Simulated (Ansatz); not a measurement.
Consider the formal exchange of groups at the Al–Si bond: `[CH3][AlH][SiH2][SeH]` + `C#C[SiH2]O` → `C#C[SiH](O)[AlH][CH3]` + `[SiH3][SeH]`.

Calculated with Ansatz (gas phase, PBE0-D4/def2-TZVP geometries, no zero-point term in ΔE). CCSD(T)/CBS adds triple-zeta CCSD(T) − MP2 to the extrapolated MP2 energy (def2 sets, frozen cores). Functionals use def2-TZVPP. B3LYP here is the variant with VWN-RPA as its local correlation; programs differ in this. For Se outer-core shells are correlated without core-valence functions, which leaves a few kJ/mol of doubt a bond. Scalar relativity is left out up to krypton. Each species was taken in one conformer, which may not be the lowest.

```
             level  ΔE (kJ/mol)  difference from CCSD(T)/CBS
            PBE-D4         13.4                         -2.3
         r2SCAN-D4         15.6                         -0.1
           PBE0-D4         14.4                         -1.3
          B3LYP-D4         12.9                         -2.8
           ωB97X-V         13.3                         -2.4
           ωB97M-V         14.3                         -1.4
            B2PLYP         14.9                         -0.8
               PBE         14.3                         -1.4
            r2SCAN         16.1                          0.4
              PBE0         15.3                         -0.4
             B3LYP         14.2                         -1.5
     HF/def2-TZVPP         15.8                          0.1
    MP2/def2-TZVPP         15.8                          0.1
SCS-MP2/def2-TZVPP         15.1                         -0.6
   CCSD/def2-TZVPP         15.6                         -0.1
CCSD(T)/def2-TZVPP         15.6                         -0.1
     HF/def2-QZVPP         15.8                          0.1
    MP2/def2-QZVPP         15.9                          0.2
SCS-MP2/def2-QZVPP         15.3                         -0.4
      HF/CBS(def2)         15.8                          0.1
     MP2/CBS(def2)         15.9                          0.2
    CCSD/CBS(def2)         15.8                          0.1
       CCSD(T)/CBS         15.7                            0
```

Largest T1 diagnostic among the species: 0.012.
